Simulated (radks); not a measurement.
Valence configurations of Fe (all share [Ar]). Method: non-relativistic Kohn-Sham, PBE, spin-polarised, spherical densities, point nucleus; open shells are filled with parallel spins first; computed with a radial shooting solver on a logarithmic mesh with Libxc functionals. Order these by energy: 3d7 4s0.5 4p0.5; 3d6 4s1 4p1; 3d7 4s1; 3d6 4s1.5 4p0.5; 3d8; 3d7 4p1; 3d6 4p2; 3d6 4s2; 3d5 4s0.5 4p2.5; 3d5.5 4s2 4p0.5.

Answer. From the lowest, in eV above it: 3d6 4s2 0.000; 3d7 4s1 0.232; 3d6 4s1.5 4p0.5 1.481; 3d7 4s0.5 4p0.5 2.002; 3d5.5 4s2 4p0.5 2.439; 3d6 4s1 4p1 2.639; 3d8 2.942; 3d7 4p1 3.824; 3d6 4p2 7.037; 3d5 4s0.5 4p2.5 11.003. NIST lists [Ar] 3d6 4s2 as the ground configuration; this level of theory agrees among the configurations tried. The energies are those of spherical high-spin densities, not of single terms.
